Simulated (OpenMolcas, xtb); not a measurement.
**How methods differ on CH5BN2 (SMILES B1NCN1)**

The species is CH5BN2 (9 atoms), meant as a singlet with charge 0. SMILES: `B1NCN1`. The coordinates come from a PBE0-D4/def2-TZVP relaxation.

Quantity: the dipole moment, in D. The values are calculated.

```
           level             kind     program  value (D)   CPU time
        GFN0-xTB   semi-empirical         xtb       1.01  under 2 s
    HF/def2-SVPD     Hartree–Fock  OpenMolcas       1.11       35 s
 SVWN5/def2-SVPD              LDA  OpenMolcas       1.56       76 s
  BLYP/def2-SVPD              GGA  OpenMolcas       1.46    1.8 min
revPBE/def2-SVPD              GGA  OpenMolcas       1.48    1.7 min
 M06-L/def2-SVPD         meta-GGA  OpenMolcas       1.38    2.2 min
M06-2X/def2-SVPD  hybrid meta-GGA  OpenMolcas       1.34      2 min
```

The values span 1.01 to 1.56 D. Magnitudes only. CPU times are rough (shared hosts, several kinds of processor): they show what a rung costs within a factor of a few.
